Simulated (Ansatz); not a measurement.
Isolated molecules relaxed with PBE0-D4/def2-TZVP in Ansatz; ΔE leaves out vibrations. CCSD(T)/CBS is the MP2 limit (def2-TZVPP, def2-QZVPP) plus CCSD(T) − MP2 in def2-TZVPP, frozen cores. This one scheme is used for every species. DFT in def2-TZVPP. B3LYP here is the variant with VWN-RPA as its local correlation; programs differ in this. Each species was taken in one conformer, which may not be the lowest.

`FBO[SiH2][SiH3]` + `[NH2][AlH2]` → `[NH2][AlH][BH]F` + `O[SiH2][SiH3]`  (formal exchange of groups at a B–O bond)

```json
{"level": "PBE-D4", "ΔE (kcal/mol)": "44.3", "difference from CCSD(T)/CBS": "-2.7"}
{"level": "r2SCAN-D4", "ΔE (kcal/mol)": "48.2", "difference from CCSD(T)/CBS": "1.2"}
{"level": "PBE0-D4", "ΔE (kcal/mol)": "45.9", "difference from CCSD(T)/CBS": "-1.1"}
{"level": "B3LYP-D4", "ΔE (kcal/mol)": "48.2", "difference from CCSD(T)/CBS": "1.2"}
{"level": "ωB97X-V", "ΔE (kcal/mol)": "47.3", "difference from CCSD(T)/CBS": "0.3"}
{"level": "ωB97M-V", "ΔE (kcal/mol)": "48.6", "difference from CCSD(T)/CBS": "1.6"}
{"level": "B2PLYP", "ΔE (kcal/mol)": "48.2", "difference from CCSD(T)/CBS": "1.2"}
{"level": "PBE", "ΔE (kcal/mol)": "43.6", "difference from CCSD(T)/CBS": "-3.4"}
{"level": "r2SCAN", "ΔE (kcal/mol)": "48.1", "difference from CCSD(T)/CBS": "1.1"}
{"level": "PBE0", "ΔE (kcal/mol)": "45.3", "difference from CCSD(T)/CBS": "-1.7"}
{"level": "B3LYP", "ΔE (kcal/mol)": "47.1", "difference from CCSD(T)/CBS": "0.1"}
{"level": "HF/def2-TZVPP", "ΔE (kcal/mol)": "51.0", "difference from CCSD(T)/CBS": "4.0"}
{"level": "MP2/def2-TZVPP", "ΔE (kcal/mol)": "49.1", "difference from CCSD(T)/CBS": "2.1"}
{"level": "SCS-MP2/def2-TZVPP", "ΔE (kcal/mol)": "48.7", "difference from CCSD(T)/CBS": "1.7"}
{"level": "CCSD/def2-TZVPP", "ΔE (kcal/mol)": "47.7", "difference from CCSD(T)/CBS": "0.7"}
{"level": "CCSD(T)/def2-TZVPP", "ΔE (kcal/mol)": "47.5", "difference from CCSD(T)/CBS": "0.5"}
{"level": "HF/def2-QZVPP", "ΔE (kcal/mol)": "51.2", "difference from CCSD(T)/CBS": "4.2"}
{"level": "MP2/def2-QZVPP", "ΔE (kcal/mol)": "48.9", "difference from CCSD(T)/CBS": "1.9"}
{"level": "SCS-MP2/def2-QZVPP", "ΔE (kcal/mol)": "48.5", "difference from CCSD(T)/CBS": "1.5"}
{"level": "HF/CBS(def2)", "ΔE (kcal/mol)": "51.2", "difference from CCSD(T)/CBS": "4.2"}
{"level": "MP2/CBS(def2)", "ΔE (kcal/mol)": "48.7", "difference from CCSD(T)/CBS": "1.7"}
{"level": "CCSD/CBS(def2)", "ΔE (kcal/mol)": "47.3", "difference from CCSD(T)/CBS": "0.3"}
{"level": "CCSD(T)/CBS", "ΔE (kcal/mol)": "47.0", "difference from CCSD(T)/CBS": "0"}
```

Largest T1 diagnostic among the species: 0.014.

In def2-TZVPP, CCSD(T) changes the Hartree–Fock value by −3.5 kcal/mol (the triples alone add −0.2 kcal/mol) and MP2 by −1.9 kcal/mol. From PBE to PBE0 (25 % exact exchange), in def2-TZVPP and without D4, ΔE moves by +1.7 kcal/mol.
